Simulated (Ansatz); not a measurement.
Al7⁻. Charge -1, multiplicity 3. Geometry r2SCAN-D4/def2-SVP, that of the neutral doublet; atoms count from 1.

Cartesian coordinates in Å:
```
Al 1.7092 -0.8809 -0.8846
Al 0.3613 1.2968 -1.1329
Al -0.2030 -2.0053 0.6475
Al 1.0597 0.1067 1.4008
Al -1.6809 0.0968 0.5083
Al -0.3919 2.2804 1.1790
Al -0.8545 -0.8945 -1.7182
```

The structure comes from a short search, and lower isomers may exist.

Estimate the Mulliken populations from the PBE0/def2-TZVPD orbitals of Ansatz.


| atom | charge (e) | spin (α − β) |
| --- | --- | --- |
| Al1 | -0.16 | 0.02 |
| Al2 | -0.02 | 0.07 |
| Al3 | -0.23 | 0.50 |
| Al4 | -0.02 | 0.07 |
| Al5 | 0.00 | 0.07 |
| Al6 | -0.33 | 0.77 |
| Al7 | -0.24 | 0.50 |
Mulliken values and Mayer orders depend strongly on the basis. With diffuse functions, as here, like atoms can get unlike values, and bond orders can come out too low or too high.

Where does the spin sit?

Summed by element: Al 2.00, of 2 unpaired in all. Largest on single atoms: Al6 0.77, Al7 0.50, Al3 0.50.

And the Mayer bond orders between bonded heavy atoms (over 0.3)?

Al1–Al2 0.56 (2.57 Å); Al1–Al3 0.46 (2.70 Å); Al1–Al4 0.56 (2.57 Å); Al1–Al7 0.46 (2.70 Å); Al2–Al6 0.63 (2.62 Å); Al2–Al7 0.60 (2.57 Å); Al3–Al4 0.60 (2.57 Å); Al3–Al5 0.56 (2.57 Å); Al3–Al7 0.34 (2.69 Å); Al4–Al6 0.63 (2.62 Å); Al5–Al6 0.49 (2.62 Å); Al5–Al7 0.56 (2.57 Å). Values over 0.3 also appear between atoms too far apart for a bond (Al1–Al5 0.42 at 3.79 Å; Al2–Al3 0.34 at 3.79 Å; Al4–Al7 0.34 at 3.79 Å); they arise where an orbital or an unpaired electron spreads over both atoms.
